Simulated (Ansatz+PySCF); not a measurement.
**singlet HBr: levels of theory in one basis**

```yaml
atoms:
  - { symbol: H, position_ang: [0.0000, 0.0000, -1.2719] }
  - { symbol: Br, position_ang: [0.0000, 0.0000, 0.0363] }
```

Basis set: def2-SVP (spherical functions). Frozen core: 9 orbitals. Charge 0, multiplicity 1.

Computed with Ansatz (development build ahead of 0.2.0); each method stands on the lowest determinant of its kind that the runs found. NEVPT2 correlates all electrons. Active spaces start from the frontier orbitals, and the lowest solution found is given.

```
     method  E − E(RHF) (eV)  <S²> of the determinant
        RHF             0.00                     0.00
    RHF-MP2            -6.56                        –
   RHF-CCSD            -6.74                        –
RHF-CCSD(T)            -6.86                        –
CASSCF(8,5)            -0.43                        –
```

(1) What does SC-NEVPT2(8,5) give on the same scale?

(2) Is a single determinant a sound starting point here?

## Answers

(1) -7.20 eV. NEVPT2 here correlates all electrons, so it doesn't share the others' frozen core.

(2) By this sign, yes. Unrestricted orbitals gain 0.00 eV and <S²> is 0.00 against 0.00 for a pure state. The CASSCF(8,5) natural occupations are 2.00, 2.00, 2.00, 1.98, 0.02.
